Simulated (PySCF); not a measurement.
A PySCF script (with the pyscf-properties extension) for the NMR shieldings of `C=CCB[C@H]1C/C1=C/Cl`, C7H10BCl, on a GFN2-xTB geometry:

```python
import basis_set_exchange as bse
import numpy as np
from pyscf import gto, dft
from pyscf.prop import nmr

atoms = """
C    -3.722820    0.304165   -0.521037
C    -2.526683    0.612002   -0.987158
C    -1.303823    0.773940   -0.144017
B    -0.144325   -0.261935   -0.418253
C     1.039488   -0.346669    0.578142
C     1.952155   -1.579813    0.624894
C     2.406221   -0.349974    0.001452
C     3.322751    0.323546   -0.638454
Cl    3.079456    1.972123   -1.128128
H    -3.900188    0.156040    0.532334
H    -4.576436    0.185842   -1.166325
H    -2.378796    0.750304   -2.050584
H    -0.871607    1.761429   -0.351208
H    -1.586485    0.789934    0.911856
H    -0.133500   -0.930014   -1.380948
H     0.963412    0.193546    1.517906
H     2.376167   -1.862523    1.578110
H     1.703892   -2.416855   -0.011725
H     4.291316   -0.065840   -0.908825
"""
names = dict.fromkeys(["C", "B", "Cl", "H"], "pcSseg-1")
basis = {el: gto.basis.parse(bse.get_basis(n, elements=[el], fmt="nwchem")) for el, n in names.items()}
mol = gto.M(atom=atoms, basis=basis, charge=0, verbose=0)
mf = dft.RKS(mol, xc="PBE0")
mf.grids.level = 2
mf.grids.alignment = dft.numint.BLKSIZE   # the property module wants whole blocks of grid points
mf.conv_tol = 1e-9
mf.kernel()

calc = nmr.RKS(mf)   # GIAO
C = mf.mo_coeff
Co = C[:, mf.mo_occ > 0]
resp = mf.gen_response(singlet=True, hermi=2)
def vind(x):   # induced exchange potential for any number of trial vectors
    d = np.einsum("pi,xij,qj->xpq", C, 2 * x.reshape(-1, C.shape[1], Co.shape[1]), Co, optimize=True)
    return np.einsum("xpq,pi,qj->xij", resp(d - d.transpose(0, 2, 1)), C, Co, optimize=True).ravel()
mo1, _ = nmr.rhf.solve_mo1(calc, with_cphf=vind)
sigma = calc.kernel(mo1)
for i, s in enumerate(sigma):   # ppm
    w = np.linalg.eigvalsh((s + s.T) / 2)
    print("%2d %-2s iso %8.1f  s11 %8.1f  s22 %8.1f  s33 %8.1f" % (i, mol.atom_pure_symbol(i), w.mean(), *w))
```

Task: What does it print?

Result: 
```
 0 C  iso     68.8  s11    -41.1  s22     91.6  s33    156.0
 1 C  iso     39.4  s11    -82.4  s22     43.0  s33    157.6
 2 C  iso    143.7  s11    122.5  s22    144.3  s33    164.3
 3 B  iso     17.1  s11    -52.3  s22     -9.4  s33    113.1
 4 C  iso    161.5  s11    110.9  s22    162.9  s33    210.7
 5 C  iso    167.3  s11    145.4  s22    164.7  s33    191.7
 6 C  iso     50.3  s11    -30.5  s22     12.4  s33    168.9
 7 C  iso     65.9  s11    -18.5  s22     97.8  s33    118.4
 8 Cl iso    739.5  s11    529.6  s22    691.0  s33    998.1
 9 H  iso     26.5  s11     23.5  s22     25.8  s33     30.3
10 H  iso     26.6  s11     23.7  s22     25.5  s33     30.5
11 H  iso     25.1  s11     23.3  s22     24.1  s33     28.0
12 H  iso     29.2  s11     24.7  s22     29.4  s33     33.5
13 H  iso     29.0  s11     25.2  s22     30.2  s33     31.5
14 H  iso     25.0  s11     18.5  s22     27.3  s33     29.4
15 H  iso     29.8  s11     25.0  s22     28.1  s33     36.4
16 H  iso     29.7  s11     25.0  s22     26.0  s33     38.1
17 H  iso     29.8  s11     24.8  s22     26.7  s33     37.9
18 H  iso     25.1  s11     19.7  s22     27.1  s33     28.6
```

These numbers come from an equivalent density-fitted implementation of the same equations, which agrees with the script to about 0.01 ppm for H and up to a few tenths of a ppm for heavy atoms, so last digits may differ.

Size and cost of the density-fitted run: 210 basis functions, 43 s wall time on 1 thread of an Arm Neoverse V2, shared host; peak memory 0.9 GiB.
